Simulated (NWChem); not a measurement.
System: GeF₃ cation

Parts of the log:

```
             Northwest Computational Chemistry Package (NWChem) 7.3.0
             --------------------------------------------------------

 D3H symmetry detected

                             Geometry "geometry" -> ""
                             -------------------------

 Output coordinates in angstroms (scale by  1.889725989 to convert to a.u.)

  No.       Tag          Charge          X              Y              Z
 ---- ---------------- ---------- -------------- -------------- --------------
    1 F                    9.0000     1.18250893     1.18250893     0.00000000
    2 Ge                  32.0000     0.00000000     0.00000000     0.00000000
    3 F                    9.0000    -1.61533724     0.43282831     0.00000000
    4 F                    9.0000     0.43282831    -1.61533724     0.00000000

 Effective nuclear repulsion energy (a.u.)     317.7924089843

      Symmetry information
      --------------------

 Group name             D3h
 Group number             27
 Group order              12
 No. of unique centers     2

  pbe96 is a nonlocal functional; adding pw91lda local functional.

                                 NWChem DFT Module
                                 -----------------

 Summary of "ao basis" -> "ao basis" (spherical)
 ------------------------------------------------------------------------------
       Tag                 Description            Shells   Functions and Types
 ---------------- ------------------------------  ------  ---------------------
 F                           6-31g*                  6       14   3s2p1d
 Ge                          6-31g*                 12       32   5s4p3d

      Symmetry analysis of basis
      --------------------------

        a1'        15
        a1"         1
        a2'         3
        a2"         7
        e'         34
        e"         14

  Rotation of axis

            General Information
            -------------------
          SCF calculation type: DFT
          Wavefunction type:  closed shell.
          No. of atoms     :     4
          No. of electrons :    58
           Alpha electrons :    29
            Beta electrons :    29
          Charge           :     1
          Spin multiplicity:     1
          Use of symmetry is: on ; symmetry adaption is: on
          Maximum number of iterations: 150
          AO basis - number of functions:    74
                     number of shells:    30
          Convergence on energy requested:  1.00D-06
          Convergence on density requested:  1.00D-05
          Convergence on gradient requested:  5.00D-04

              XC Information
              --------------
          PerdewBurkeErnzerhof Exchange Functional  1.000
            Perdew 1991 LDA Correlation Functional  1.000 local
           PerdewBurkeErnz. Correlation Functional  1.000 non-local

             Grid Information
             ----------------
          Grid used for XC integration:  medium
          Radial quadrature: Mura-Knowles
          Angular quadrature: Lebedev.
          Tag              B.-S. Rad. Rad. Pts. Rad. Cut. Ang. Pts.
          ---              ---------- --------- --------- ---------
          F                   0.50       49           7.0       434
          Ge                  1.25      112           6.0       590
          Grid pruning is: on
          Number of quadrature shells:   161
          Spatial weights used:  Erf1

      Superposition of Atomic Density Guess
      -------------------------------------

 Sum of atomic energies:       -2373.13843254

 Renormalizing density from      59.00 to     58

      Non-variational initial energy
      ------------------------------

 Total energy =   -2348.749244
 1-e energy   =   -3878.754906
 2-e energy   =    1212.213252
 HOMO         =      -0.996457
 LUMO         =      -0.538408

      Symmetry analysis of molecular orbitals - initial
      -------------------------------------------------

  Numbering of irreducible representations:

     1 a1'         2 a1"         3 a2'         4 a2"         5 e'
     6 e"

  Orbital symmetries:

     1 a1'         2 a1'         3 e'          4 e'          5 a2"
     6 a1'         7 e'          8 e'          9 a1'        10 e'
    11 e'         12 a2"        13 e'         14 e'         15 a1'
    16 e"         17 e"         18 a1'        19 e'         20 e'
    21 a1'        22 e'         23 e'         24 a2"        25 e'
    26 e'         27 e"         28 e"         29 a2'        30 a1'
    31 a2"        32 e'         33 e'         34 a1'        35 a2"
    36 e'         37 e'         38 e"         39 e"

     ---------------------------------------------
      Total Density - Mulliken Population Analysis
     ---------------------------------------------

    Atom       Charge   Shell Charges
 -----------   ------   -------------------------------------------------------
    1 F    9     9.49   2.00  0.98  3.50  0.99  2.01  0.01
    2 Ge  32    29.54   2.00  2.00  6.00  2.01  6.03  0.74  0.60 -0.03  0.02  7.35  2.59  0.23
    3 F    9     9.49   2.00  0.98  3.50  0.99  2.01  0.01
    4 F    9     9.49   2.00  0.98  3.50  0.99  2.01  0.01

   convergence    iter        energy       DeltaE   RMS-Dens  Diis-err
 ---------------- ----- ----------------- --------- --------- ---------
 d= 0,ls=0.0,diis     1  -2375.0258464940 -2.69D+03  3.16D-02  6.02D+00
 d= 0,ls=0.0,diis     2  -2374.5318286430  4.94D-01  2.54D-02  1.16D+01
 d= 0,ls=0.0,diis     3  -2375.2518670217 -7.20D-01  8.10D-03  1.28D+00
 d= 0,ls=0.0,diis     4  -2375.3458827293 -9.40D-02  8.74D-04  1.38D-02
 d= 0,ls=0.0,diis     5  -2375.3467809417 -8.98D-04  1.23D-04  1.61D-04
  Resetting Diis
 d= 0,ls=0.0,diis     6  -2375.3467917709 -1.08D-05  3.41D-05  1.51D-05
 d= 0,ls=0.0,diis     7  -2375.3467932638 -1.49D-06  2.29D-06  1.02D-08
 d= 0,ls=0.0,diis     8  -2375.3467932602  3.58D-09  1.63D-06  5.19D-08

         Total DFT energy =    -2375.346793260233
      One electron energy =    -3925.553898934350
           Coulomb energy =     1341.932201022966
    Exchange-Corr. energy =     -109.517504333129
 Nuclear repulsion energy =      317.792408984279

 Numeric. integr. density =       58.000011390312

                  Occupations of the irreducible representations
                  ----------------------------------------------

                     irrep           alpha         beta
                     --------     --------     --------
                     a1'               7.0          7.0
                     a1"               0.0          0.0
                     a2'               1.0          1.0
                     a2"               3.0          3.0
                     e'               14.0         14.0
                     e"                4.0          4.0

                       DFT Final Molecular Orbital Analysis
                       ------------------------------------

 Vector   27  Occ=2.000000D+00  E=-6.553596D-01  Symmetry=e"
              MO Center= -9.7D-02, -8.0D-01,  1.5D-12, r^2= 2.5D+00
   Bfn.  Coefficient  Atom+Function         Bfn.  Coefficient  Atom+Function
  ----- ------------  ---------------      ----- ------------  ---------------
    65      0.537175  4 F  pz                51     -0.358402  3 F  pz
    69      0.358587  4 F  pz                55     -0.239248  3 F  pz
     5     -0.178774  1 F  pz                 9     -0.119339  1 F  pz
    43     -0.065460  2 Ge d -1              33      0.060533  2 Ge d -1
    45     -0.031824  2 Ge d  1              35      0.029429  2 Ge d  1

 Vector   28  Occ=2.000000D+00  E=-6.553596D-01  Symmetry=e"
              MO Center=  9.7D-02,  8.0D-01,  1.1D-14, r^2= 2.5D+00
   Bfn.  Coefficient  Atom+Function         Bfn.  Coefficient  Atom+Function
  ----- ------------  ---------------      ----- ------------  ---------------
     5      0.517061  1 F  pz                51     -0.413353  3 F  pz
     9      0.345161  1 F  pz                55     -0.275931  3 F  pz
    65     -0.103708  4 F  pz                69     -0.069230  4 F  pz
    45     -0.065460  2 Ge d  1              35      0.060533  2 Ge d  1
    43      0.031824  2 Ge d -1              33     -0.029429  2 Ge d -1

 Vector   29  Occ=2.000000D+00  E=-6.431733D-01  Symmetry=a2'
              MO Center= -1.7D-13, -2.3D-13,  1.1D-25, r^2= 3.2D+00
   Bfn.  Coefficient  Atom+Function         Bfn.  Coefficient  Atom+Function
  ----- ------------  ---------------      ----- ------------  ---------------
    50      0.380786  3 F  py                63     -0.380786  4 F  px
     3      0.278755  1 F  px                 4     -0.278755  1 F  py
    54      0.261599  3 F  py                67     -0.261599  4 F  px
     7      0.191503  1 F  px                 8     -0.191503  1 F  py
    49      0.102031  3 F  px                64     -0.102031  4 F  py

 Vector   30  Occ=0.000000D+00  E=-4.472622D-01  Symmetry=a1'
              MO Center= -3.4D-15,  2.7D-15, -1.8D-17, r^2= 2.4D+00
   Bfn.  Coefficient  Atom+Function         Bfn.  Coefficient  Atom+Function
  ----- ------------  ---------------      ----- ------------  ---------------
    24      0.842249  2 Ge s                 28     -0.323682  2 Ge s
    49      0.294543  3 F  px                64      0.294543  4 F  py
    20     -0.288691  2 Ge s                 53      0.231595  3 F  px
    68      0.231595  4 F  py                 3     -0.215620  1 F  px
     4     -0.215620  1 F  py                 6      0.191987  1 F  s

[...]
```

Level: PBE/6-31G* (spherical d). Structure relaxed at the B3LYP/6-31G* (spherical d) level.

Task: Reconstruct the input file.

Result: This is not unique; one that fits is the input that was run:
```
start job
memory heap 200 mb stack 900 mb global 1100 mb
charge 1
geometry units angstroms noautoz
  F     -0.998637     1.341409     0.000000
  Ge     0.000000     0.000000     0.000000
  F     -0.662376    -1.535550     0.000000
  F      1.661013     0.194140     0.000000
end
basis spherical
  * library 6-31g*
end
dft
  xc xpbe96 cpbe96
  iterations 150
  mulliken
end
task dft energy
```
